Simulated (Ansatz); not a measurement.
Reaction (redistribution): `[OH][Ga]([F])[Br]` + `B[Si](F)(F)F` → `[BH2][Ga]([OH])[F]` + `F[Si](F)(F)Br`

Isolated molecules relaxed with PBE0-D4/def2-TZVP in Ansatz; ΔE leaves out vibrations. CCSD(T)/CBS is the MP2 limit (def2-TZVPP, def2-QZVPP) plus CCSD(T) − MP2 in def2-TZVPP, frozen cores. DFT in def2-TZVPP. B3LYP here is the variant with VWN-RPA as its local correlation; programs differ in this. For Br, Ga outer-core shells are correlated without core-valence functions, which leaves a few kJ/mol of doubt a bond. Scalar relativity is left out up to krypton. One conformer a species, not always the lowest.

Task: Is it downhill or uphill in electronic energy at CCSD(T)/CBS, and by how much? (An estimate is asked.)

Result: The calculation gave: Uphill: ΔE = +0.04 eV.

Task: What do these levels give: r2SCAN-D4, B97M-V, PBE0-D4, B3LYP-D4, BHLYP-D4, ωB97X-V, PBE-QIDH, PBE, LC-ωPBE, MP2/def2-SVP, CCSD/def2-TZVPP, MP2/def2-QZVPP? (Best estimate.)

Result: Ansatz gave: r2SCAN-D4 0.07, B97M-V 0.06, PBE0-D4 0.10, B3LYP-D4 0.10, BHLYP-D4 0.14, ωB97X-V 0.11, PBE-QIDH 0.13, PBE 0.08, LC-ωPBE 0.09, MP2/def2-SVP 0.27, CCSD/def2-TZVPP 0.15, MP2/def2-QZVPP 0.05 eV.

Largest T1 diagnostic among the species: 0.014.

At CCSD(T), def2-SVP lies +0.24 eV from the extrapolated value and def2-TZVPP +0.10 eV. From BLYP to BHLYP (50 % exact exchange), in def2-TZVPP and without D4, ΔE moves by +0.05 eV.
